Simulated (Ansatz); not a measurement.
SnPt4⁻. Charge -1, multiplicity 2. Geometry PBE-D4/def2-SVPD.

```xyz
5

Pt   -0.5523   -1.0801    0.8739
Pt    1.8601   -0.6416   -0.0406
Pt   -2.0202   -0.4964   -1.1014
Pt    0.6005    1.2002    1.4395
Sn    0.1119    1.0178   -1.1714
```

In the def2 sets Pt, Sn take a core potential; there is no spin–orbit coupling. At PBE-D4/def2-TZVPD, r2SCAN-D4/def2-TZVPD, B97M-V/def2-TZVPD, r2SCANh-D4/def2-TZVPD and others the charge -1 doublet is spin-contaminated (final ⟨S²⟩ up to 1.75, 0.75 for a pure state). Another isomer (doublet) lies 0.27 eV lower at PBE0-D4/def2-TZVPD; other spin states weren't run for this one.

Problem. Estimate the α-spin orbital energies around the gap (eV) in Ansatz with PBE-D4/def2-TZVPD, r2SCAN-D4/def2-TZVPD, B97M-V/def2-TZVPD, r2SCANh-D4/def2-TZVPD, PBE0-D4/def2-TZVPD.

Solution. 
| orbital | PBE-D4/def2-TZVPD | r2SCAN-D4/def2-TZVPD | B97M-V/def2-TZVPD | r2SCANh-D4/def2-TZVPD | PBE0-D4/def2-TZVPD |
| --- | --- | --- | --- | --- | --- |
| HOMO−5 | -1.10 | -1.26 | -1.29 | -1.67 | -2.17 |
| HOMO−4 | -1.07 | -1.23 | -1.29 | -1.66 | -2.03 |
| HOMO−3 | -0.96 | -1.15 | -1.15 | -1.58 | -2.02 |
| HOMO−2 | -0.91 | -1.10 | -1.11 | -1.50 | -1.94 |
| HOMO−1 | -0.75 | -0.98 | -0.85 | -1.31 | -1.55 |
| HOMO | -0.56 | -0.76 | -0.69 | -1.14 | -1.48 |
| LUMO | 0.16 | 0.44 | 0.26 | 0.80 | 1.13 |
| LUMO+1 | 0.60 | 0.68 | 0.70 | 0.95 | 1.34 |
| LUMO+2 | 1.22 | 1.38 | 1.14 | 1.58 | 1.77 |
| LUMO+3 | 1.53 | 1.68 | 1.51 | 1.89 | 2.13 |
| LUMO+4 | 1.62 | 1.80 | 1.64 | 2.05 | 2.31 |
| LUMO+5 | 2.37 | 2.70 | 2.26 | 2.83 | 2.80 |
| β HOMO | -0.51 | -0.75 | -0.51 | -1.07 | -1.25 |
| β LUMO | -0.01 | 0.29 | 0.20 | 0.68 | 1.04 |
